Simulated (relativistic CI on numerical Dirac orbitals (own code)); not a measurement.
# Radial parameters of Re52+

Computed by Dirac-Coulomb-Breit CI, KLI orbitals optimised for each configuration, QED by a radiative potential, unscaled Slater integrals (own radial code, finite nucleus).

Slater integrals F^k, G^k are unscaled and averaged over j, outside the closed core [Ne]; ζ comes from projecting the Hamiltonian with its Breit term on Σ l·s of the shell.

- 3s2.3p6.3d5: F^2(3d,3d) = 612430, F^4(3d,3d) = 395690, ζ(3d) = 246710 cm⁻¹; <r>(3d) = 0.1669, <r^2>(3d) = 0.03228 (bohr units).
- 3s2.3p5.3d6: ζ(3p) = 1.8639e+06, F^2(3d,3d) = 611580, F^4(3d,3d) = 395110, F^2(3p,3d) = 529130, G^1(3p,3d) = 561810, G^3(3p,3d) = 375390, ζ(3d) = 244810 cm⁻¹; <r>(3p) = 0.1864, <r^2>(3p) = 0.04031, <r>(3d) = 0.1671, <r^2>(3d) = 0.03236 (bohr units).
- 3s2.3p4.3d7: F^2(3p,3p) = 524190, ζ(3p) = 1.8628e+06, F^2(3d,3d) = 610720, F^4(3d,3d) = 394530, F^2(3p,3d) = 528730, G^1(3p,3d) = 561840, G^3(3p,3d) = 375280, ζ(3d) = 242920 cm⁻¹; <r>(3p) = 0.1866, <r^2>(3p) = 0.04037, <r>(3d) = 0.1673, <r^2>(3d) = 0.03244 (bohr units).

(1) Give the Racah parameters of the d shell in 3s2.3p6.3d5.

Averages of the first 10 configurations, taken without configuration mixing, which lowers the lowest level and can move excited configurations by several eV; other configurations of the list can lie among them:

| Configuration | Parity | States | Average energy above the lowest level (eV) |
| --- | --- | --- | --- |
| 3s2.3p6.3d5 | even | 252 | 162.8 |
| 3s2.3p5.3d6 | odd | 1260 | 660.4 |
| 3s2.3p4.3d7 | even | 1800 | 1166.5 |
| 3s.3p6.3d6 | even | 420 | 1127.1 |
| 3p6.3d7 | even | 120 | 2102.9 |
| 3s.3p5.3d7 | odd | 1440 | 1623.2 |
| 3s2.3p6.3d4.4s | even | 420 | 2085.3 |
| 3s2.3p6.3d4.4p | odd | 1260 | 2262.7 |
| 3s2.3p4.3d6.4s | even | 6300 | 3068.5 |
| 3s2.3p5.3d5.4s | odd | 3024 | 2572.6 |

Results:

(1) B = F²/49 − 5F⁴/441 = 8012 cm⁻¹ and C = 35F⁴/441 = 31404 cm⁻¹.
